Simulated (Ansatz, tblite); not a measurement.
Spin states of Ag₄, each relaxed with PBE-D4/def2-SVP in Ansatz. Electronic energies in the gas phase.

In the def2 sets Ag takes a core potential; there is no spin–orbit coupling. The xTB rows come from tblite. B3LYP takes the VWN-RPA correlation. Correlated methods freeze no core orbitals; core or outer-core shells of Ag are correlated, in sets that lack core-valence functions. The structure comes from a short search, and lower isomers may exist.

Singlet geometry (D2h within 0.1 Å):

| atom | x (Å) | y (Å) | z (Å) |
| --- | --- | --- | --- |
| Ag1 | 1.204 | -0.370 | 2.061 |
| Ag2 | 1.093 | -0.247 | -0.682 |
| Ag3 | -1.204 | 0.371 | -2.061 |
| Ag4 | -1.093 | 0.246 | 0.682 |

Triplet geometry (D2h within 0.1 Å):

```xyz
4

Ag    0.7839    1.9407    0.6939
Ag   -1.1258    0.7344   -0.7820
Ag   -0.7841   -1.9407   -0.6937
Ag    1.1259   -0.7344    0.7819
```

Quintet geometry (Td within 0.1 Å):

```xyz
4

Ag    1.362    0.966    0.711
Ag   -1.575    0.573    0.690
Ag    0.234   -1.755    0.398
Ag   -0.021    0.215   -1.799
```

⟨S²⟩: triplet 2.01 at PBE0-D4/def2-TZVP (pure 2.00), quintet 6.01 at PBE0-D4/def2-TZVP (pure 6.00).

Run but left out: HF/STO-3G (singlet: restricted singlet, unstable in another Hartree–Fock run and untested here); HF/def2-TZVP, MP2/def2-TZVP (singlet: restricted singlet, unstable towards broken spin symmetry).

Only these spin states were relaxed. The quintet has other bonds than the singlet, so the gap mixes isomer and spin.

(1) Estimate which spin state lies lowest at each of these levels, and by how much: GFN1-xTB; GFN2-xTB; PBE-D4/def2-TZVP; r2SCAN-D4/def2-TZVP; r2SCANh-D4/def2-TZVP; B3LYP-D4/def2-TZVP; PBE0-D4/def2-TZVP; ωB97X-V/def2-TZVP; ωB97M-V/def2-TZVP; RPA@PBE/def2-TZVP.

Results:

(1) 
```
               level  triplet − singlet (kcal/mol)  quintet − singlet (kcal/mol)  lowest of these
            GFN1-xTB                          17.7                          60.1          singlet
            GFN2-xTB                          22.5                          74.8          singlet
    PBE-D4/def2-TZVP                          15.7                          84.0          singlet
 r2SCAN-D4/def2-TZVP                          14.1                          79.5          singlet
r2SCANh-D4/def2-TZVP                          14.0                          78.0          singlet
  B3LYP-D4/def2-TZVP                          15.3                          82.3          singlet
   PBE0-D4/def2-TZVP                          15.2                          79.5          singlet
   ωB97X-V/def2-TZVP                          18.9                          84.5          singlet
   ωB97M-V/def2-TZVP                          21.0                          88.5          singlet
   RPA@PBE/def2-TZVP                          15.9                          77.2          singlet
```

Change of the quintet − singlet gap on mixing in exact exchange, in kcal/mol: PBE to PBE0 (25 % exact exchange) -4.4; r2SCAN to r2SCANh (10 % exact exchange) -1.4. The xTB methods have no spin-polarisation term.
